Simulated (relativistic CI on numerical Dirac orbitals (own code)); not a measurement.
## Radial parameters of Zr25+

These numbers are calculated, not measured: Dirac-Coulomb-Breit CI, KLI orbitals optimised for each configuration, QED by a radiative potential, unscaled Slater integrals (own radial code, finite nucleus).

Slater integrals F^k, G^k are unscaled and averaged over j, outside the closed core [Ne]; ζ comes from projecting the Hamiltonian with its Breit term on Σ l·s of the shell.

- 3s2 3p3: F^2(3p,3p) = 254480, ζ(3p) = 103970 cm⁻¹; <r>(3p) = 0.3907, <r^2>(3p) = 0.1759 (bohr units).
- 3s 3p4: F^2(3p,3p) = 254270, G^1(3s,3p) = 322450, ζ(3p) = 103900 cm⁻¹; <r>(3s) = 0.4014, <r^2>(3s) = 0.1833, <r>(3p) = 0.391, <r^2>(3p) = 0.1762 (bohr units).
- 3s2 3p2 3d: F^2(3p,3p) = 254140, ζ(3p) = 103800, F^2(3p,3d) = 254960, G^1(3p,3d) = 273500, G^3(3p,3d) = 182660, ζ(3d) = 12325 cm⁻¹; <r>(3p) = 0.3912, <r^2>(3p) = 0.1764, <r>(3d) = 0.3496, <r^2>(3d) = 0.1414 (bohr units).

Averages of the first 10 configurations, taken without configuration mixing, which lowers the lowest level and can move excited configurations by several eV; other configurations of the list can lie among them:

```csv
Configuration,Parity,States,Average energy above the lowest level (eV)
3s2 3p3,odd,20,26.2
3s 3p4,even,30,115.6
3s2 3p2 3d,even,150,141.1
3p5,odd,6,216.0
3s 3p3 3d,odd,400,225.7
3p4 3d,even,150,321.3
3s 3p2 3d2,even,1350,339.9
3s2 3p 3d 4p,even,360,746.5
3p4 4s,even,30,779.4
3s2 3p2 4s,even,30,597.4
```
